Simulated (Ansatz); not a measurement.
```xyz
18

C    -1.5793   -0.6411   -1.4156
O    -0.1872   -0.7527   -1.1954
Ge    0.5085    0.0415    0.2056
O     2.2130   -0.3649    0.0686
O     0.2091    1.7694    0.2230
C     0.6398    2.5491   -0.8755
O    -0.2105   -0.4927    1.7133
C    -0.1772   -1.8690    2.0371
H    -1.8145   -1.2008   -2.3226
H    -2.1613   -1.0610   -0.5874
H    -1.8901    0.3999   -1.5591
H     2.7306    0.0131    0.7840
H     0.3542    3.5834   -0.6758
H     0.1685    2.2332   -1.8131
H     1.7267    2.5071   -1.0064
H     0.8484   -2.2435    2.1282
H    -0.6781   -1.9921    2.9990
H    -0.7007   -2.4788    1.2921
```

The species carries charge 0 and has multiplicity 1.

Problem. List the PBE/def2-TZVPP orbital energies in eV (Ansatz). (Best estimate.)

Solution. The calculation gave: Occupied: -10805.36, -1338.53, -1191.96, -1191.95, -1191.95, -510.46, -510.37, -510.37, -510.37, -270.13, -270.12, -270.12, -163.38, -114.85, -114.81, -114.81, -30.88, -30.87, -30.83, -30.65, -30.59, -25.68, -24.77, -24.74, -24.55, -17.19, -16.71, -16.48, -13.86, -12.35, -11.77, -11.68, -11.03, -10.85, -10.78, -10.58, -10.57, -10.38, -9.18, -8.06, -8.05, -7.23, -7.07, -6.67, -6.61, -6.48. Lowest empty: -0.99, 0.46, 0.69, 0.87, 1.15, 1.76, 1.95, 2.39.
